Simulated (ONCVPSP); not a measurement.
# PBEsol ONCV dataset for Cr (Z = 24), scalar-relativistic all-electron reference.

Cr (Z = 24), optimised norm-conserving Vanderbilt (ONCV), made with ONCVPSP 4.0.1 (PBEsol, scalar-relativistic). Core [Ne], reference 3s2 3p6 3d3 (charge +3). Waves: 3s: rc 1.35 bohr, ncon 4, nbas 9, qcut 11.7 1/bohr, 2 projectors, debl 1.3 Ha; 3p: rc 1.30 bohr, ncon 5, nbas 8, qcut 10.8 1/bohr, 1 projector; 3d: rc 1.25 bohr, ncon 5, nbas 10, qcut 11.6 1/bohr, 2 projectors, debl 3.8 Ha. Local part: polynomial inside 1.00 bohr (lpopt 5, dvloc0 6 Ha). Core correction: Teter function, fcfact 4.25, rcfact 1.45.

In the s channel the program set the typed energies aside and used -4.133, 0.250 Ha.

All-electron outer shells of the reference configuration (PBEsol, scalar-relativistic, ld1.x):

| shell | level (eV) | outermost node (bohr) | outermost maximum (bohr) |
| --- | --- | --- | --- |
| 3s | -112.45 | 0.36 | 0.78 |
| 3p | -83.60 | 0.33 | 0.79 |
| 3d | -39.08 | – | 0.80 |

**Question.** Does the generator finish with these settings?

**Answer.** Yes, a potential is produced and its reference levels are reproduced.

**Question.** Estimate the cutoffs (Ha) at which the residual kinetic energy of the hardest occupied pseudo-wave falls to 1 and 0.1 mHa per electron.

**Answer.** 57 Ha and 65 Ha.

**Question.** What does a ghost test show?

**Answer.** No bound ghost flagged; no localised positive-energy state flagged.

**Question.** Which valence shell sets the plane-wave cutoff?

**Answer.** 3d: 57 Ha for 1 mHa per electron, against 38 Ha for 3s.

**Question.** Tests: 3s2 3p6 3d5 4s1; 3s2 3p6 3d5; 3s2 3p6 3d4; 3s2 3p6 3d4 4s1 4p1. Which has the largest error in its energy relative to the reference configuration, and how large is it?

**Answer.** 3s2 3p6 3d5, with +29 meV (all-electron minus pseudo) on -46.72 eV.
